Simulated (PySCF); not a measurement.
# Working out the ionisation energy of Ir²⁺

Ir²⁺ [Xe] 4f14 5d7 (4F) → Ir³⁺ [Xe] 4f14 5d6 (5D). Computed with PySCF 2.14 in def2-TZVPPD with the def2 core potential (60 electrons) (6s5p3d2f1g, 59 functions), with scalar relativity through the core potential. Frozen: 5s2 5p6. Energies in hartree (1 hartree = 27.21139 eV):

```json
{"part": "UHF", "Ir²⁺ (lower)": "-102.587426", "Ir³⁺ (upper)": "-101.576479"}
{"part": "CCSD correlation", "Ir²⁺ (lower)": "-0.144843", "Ir³⁺ (upper)": "-0.099784"}
{"part": "(T)", "Ir²⁺ (lower)": "-0.003970", "Ir³⁺ (upper)": "-0.001810"}
```

**Question.** What does Hartree-Fock give?

**Answer.** (-101.576479) − (-102.587426) = 1.010947 hartree = 27.509 eV.

**Question.** What do CCSD and CCSD(T) give?

**Answer.** The CCSD correlation energies differ by 0.045059 hartree = 1.226 eV and the triples by 0.002160 hartree = 0.059 eV, so CCSD gives 28.735 eV and CCSD(T) 28.794 eV.

Reference: 28 ± 1.6 eV (theoretical estimate listed by NIST; NIST Atomic Spectra Database, ionization energies), between the lowest levels; spin-orbit coupling is absent from the calculation.

What remains against the reference includes basis incompleteness, the frozen core and higher excitations.
